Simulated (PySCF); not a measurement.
Species: `C=C[SiH2][Si]([SiH3])([SiH3])[SiH2]F`. The columns A, B, C and D hold Mulliken, IAO, Hirshfeld and ESP-fitted charges (e) of one PBE0/pcSseg-1 density (PySCF), in a shuffled order. Coordinates in Å (GFN2-xTB); the density's dipole moment is (0.09, -1.99, 0.40) D.

```
atom       x       y       z       A       B       C       D
  C1   2.582  -2.129  -0.210  -0.079  -0.380  -0.149  -0.276
  C2   2.509  -0.818  -0.043  -0.136  -0.208  -0.476  -0.412
 Si3   1.426   0.331  -1.066  +0.249  +0.290  +0.507  +0.500
 Si4  -0.684   0.456  -0.013  +0.023  -0.231  -0.708  -0.182
 Si5  -0.430   1.298   2.168  +0.217  +0.289  +0.315  +0.325
 Si6  -1.637  -1.684   0.072  +0.204  +0.221  +0.284  +0.310
 Si7  -2.057   1.885  -1.244  +0.325  +0.576  +0.824  +0.836
  F8  -1.263   3.296  -1.240  -0.217  -0.314  -0.439  -0.552
  H9   2.033  -2.628  -0.993  +0.046  +0.183  +0.121  +0.143
 H10   3.193  -2.766   0.411  +0.051  +0.176  +0.124  +0.153
 H11   3.083  -0.374   0.762  +0.044  +0.150  +0.136  +0.154
 H12   1.348  -0.214  -2.430  -0.073  -0.062  -0.043  -0.100
 H13   2.135   1.613  -1.165  -0.070  -0.065  -0.032  -0.093
 H14  -1.714   1.462   2.857  -0.072  -0.078  -0.048  -0.093
 H15   0.372   0.392   2.996  -0.072  -0.075  -0.048  -0.093
 H16   0.235   2.602   2.208  -0.068  -0.068  -0.037  -0.088
 H17  -1.768  -2.307  -1.247  -0.074  -0.070  -0.049  -0.095
 H18  -2.977  -1.701   0.664  -0.073  -0.066  -0.046  -0.093
 H19  -0.816  -2.587   0.879  -0.074  -0.054  -0.042  -0.091
 H20  -3.356   2.261  -0.694  -0.076  -0.107  -0.097  -0.127
 H21  -2.223   1.629  -2.672  -0.076  -0.107  -0.098  -0.126
```

**Question.** Which column most likely holds the ESP-fitted charges?

**Answer.** B. Σ q r misses the density's dipole by 0.03 D (B), 0.66 D (A), 1.90 D (C), 1.98 D (D). Charges fitted to the outside potential are the only set here that is tied to the molecule's multipoles.

**Question.** And the Hirshfeld charges?

**Answer.** A. The mean sizes are 0.110 e (A), 0.180 e (B), 0.220 e (C), 0.231 e (D), and Hirshfeld charges are commonly the smallest of these schemes.

As computed, A = Hirshfeld, B = ESP-fitted, C = Mulliken, D = IAO. Hydrogens on carbon: Hirshfeld +0.04 to +0.05, ESP-fitted +0.15 to +0.18, Mulliken +0.12 to +0.14, IAO +0.14 to +0.15 e.

The ESP scheme fits charges at the nuclei, held to the total charge, to the electrostatic potential on points at 1.4 to 2.0 times the van der Waals radii. The IAO scheme projects the occupied orbitals on a minimal set of polarised atomic orbitals and counts the electrons in each atom's part of it.

Geometry: GFN2-xTB, one conformer, isolated molecule.

These values come from a run that also computed NMR shieldings. The run took 69 s wall on one thread of an Arm Neoverse V1, shared host, and the process peaked at 1.1 GiB of memory.

Shape of the structure used: `[CH2:1]=[CH:2][SiH2:3][Si:4]([SiH3:5])([SiH3:6])[SiH2:7][F:8]`: C1–C2–Si3–Si4 89°, C2–Si3–Si4–Si5 60°, Si3–Si4–Si7–F8 -59°.
